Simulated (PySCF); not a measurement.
Spectrum to structure. Method used: TDDFT CAM-B3LYP/def2-SVPD, vertical, gas phase, core orbitals frozen in the response in PySCF. Geometries: GFN2-xTB, one conformer each.

```csv
state,E (eV),λ (nm),f
S1,6.44,192.4,0.028
S2,6.49,190.9,0.087
S3,6.69,185.4,0.064
S4,6.96,178.1,0.114
S5,7.05,176.0,0.017
S6,7.21,171.9,0.011
S7,7.33,169.0,0.011
S8,7.46,166.2,0.051
```

Question: Which structure fits? All have the formula C5H11PSi.
A. `CP1CC=C([SiH3])C1`
B. `P[Si@@H]1CCC12CC2`
C. `C#CCP(C)[SiH2]C`

Answer: B. Its S1, at 6.44 eV, is the highest among the candidates; the nearest of the others has S1 at 5.78 eV. S1 is HOMO→LUMO+3 (28%), HOMO→LUMO+2 (27%), HOMO→LUMO (21%). Löwdin shares by element: HOMO phosphorus 41%, carbon 24% or more, silicon 13% (atoms not listed hold the other 23%); LUMO silicon 27%, phosphorus 18%, carbon 11% or more, hydrogen 9% or more (atoms not listed hold the other 35%). At the same level the other candidates give, for their lowest levels:
- `CP1CC=C([SiH3])C1`: 5.78 eV (f 0.002); 6.47 eV (f 0.045); 6.58 eV (f 0.018); 6.66 eV (f 0.101); 6.80 eV (f 0.136); T1 4.19 eV; HOMO -7.92, LUMO 0.97 eV
- `C#CCP(C)[SiH2]C`: 5.67 eV (f 0.034); 6.12 eV (f 0.072); 6.42 eV (f 0.078); 6.54 eV (f 0.052); 6.72 eV (f 0.003); T1 4.94 eV; HOMO -7.84, LUMO 0.94 eV

Conformer computed: `[PH2:1][Si@@H:2]1[CH2:3][CH2:4][C:5]12[CH2:6][CH2:7]2`: H–P1–Si2–C3 162°, H–P1–Si2–C3 70°.
Triplets come from the Tamm–Dancoff approximation.
